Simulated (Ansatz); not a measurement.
`[BH2][AlH][O]C` + H₂O → `[BH2][AlH][OH]` + CH₃OH  (formal hydrolysis of the Al–O bond)

Program: Ansatz. Geometries: PBE0-D4/def2-TZVP. ΔE: electronic, gas phase. CCSD(T)/CBS adds triple-zeta CCSD(T) − MP2 to the extrapolated MP2 energy (def2 sets, frozen cores). This one scheme is used for every species. DFT in def2-TZVPP. B3LYP here is the variant with VWN-RPA as its local correlation; programs differ in this. HSE06 is defined as in plane-wave codes. Each species was taken in one conformer, which may not be the lowest.

Q: Is it downhill or uphill in electronic energy at CCSD(T)/CBS, and by how much? (Best estimate.)

A: The calculation gave: Downhill: ΔE = -3.4 kJ/mol.

Q: What do these levels give: PBE-D4, r2SCANh-D4, r2SCAN0-D4, HSE06-D4, ωB97M-V, PBE, BLYP, B3LYP, HSE06, LC-ωPBE, SCS-MP2/def2-TZVPP, CCSD/CBS(def2)? (Estimate.)

A: Computed: PBE-D4 -3.7, r2SCANh-D4 -4.5, r2SCAN0-D4 -4.6, HSE06-D4 -4.1, ωB97M-V -5.2, PBE -6.3, BLYP -7.6, B3LYP -7.3, HSE06 -6.4, LC-ωPBE -7.2, SCS-MP2/def2-TZVPP -5.1, CCSD/CBS(def2) -4.2 kJ/mol.

Largest T1 diagnostic among the species: 0.012.

In def2-TZVPP, CCSD(T) changes the Hartree–Fock value by +4.2 kJ/mol (the triples alone add +0.8 kJ/mol) and MP2 by +4.3 kJ/mol. The D4 term adds +4.1 kJ/mol with B3LYP and +2.4 kJ/mol with PBE0; it sums over pairs of atoms, weighted by their polarisabilities, and B3LYP, whose exchange is more repulsive, gets the larger term. Leaving LDA and LC-ωPBE aside and taking each functional with its dispersion term where it has one, the values, not all of them listed here, spread over 3.4 kJ/mol, from B2PLYP to BLYP-D4. LDA lies +3.0 kJ/mol from PBE without D4.
